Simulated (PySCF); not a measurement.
Phenylhydrazine, C₆H₈N₂.
SMILES: `NNc1ccccc1`

Torsions of this conformer, `[NH2:1][NH:2][c:3]1[cH:4][cH:5][cH:6][cH:7][cH:8]1`: N1–N2–C3–C4 -12°, H–N1–N2–C3 73°, H–N1–N2–C3 -48°.

The closed-shell ground state was solved at several levels (PySCF, density fitting, gas phase, non-relativistic). The structure is a single PBE0-D3(BJ)/def2-SVP conformer in the gas phase; no vibrational or solvent corrections.

```
            level  basis functions  total energy (Eh)  HOMO (eV)  LUMO (eV)  gap (eV)  dipole (D)
     PBE/pcSseg-1              176          -342.4577      -4.80      -0.98      3.82        0.87
wB97X-D/def2-SVPD              224          -342.5757      -7.60       1.52      9.12        0.57
    PBE0/pcSseg-1              176          -342.4789      -5.83      -0.11      5.72        0.71
```

**Question.** Estimate the row for B3LYP/pcJ-1, a basis of 296 functions; the other rows only guide the guess.

**Answer.** Total energy -342.9404 Eh, HOMO -5.60 eV, LUMO -0.27 eV, gap 5.33 eV, dipole 0.71 D.

**Question.** Over all these levels, which gives the widest orbital gap and which the narrowest?

**Answer.** wB97X-D/def2-SVPD (range-separated hybrid) has the widest, 9.12 eV, and PBE/pcSseg-1 (GGA) the narrowest, 3.82 eV. Functional and basis both differ between the two, so the spread mixes both effects.

**Question.** How far do the dipole and the HOMO energy spread over the levels?

**Answer.** The dipole runs from 0.57 to 0.87 D (mean 0.72 D) and the HOMO from -7.60 to -4.80 eV.

The pairwise dispersion term of wB97X-D wasn't added to the energies; at a given geometry it leaves orbitals and properties as they are.
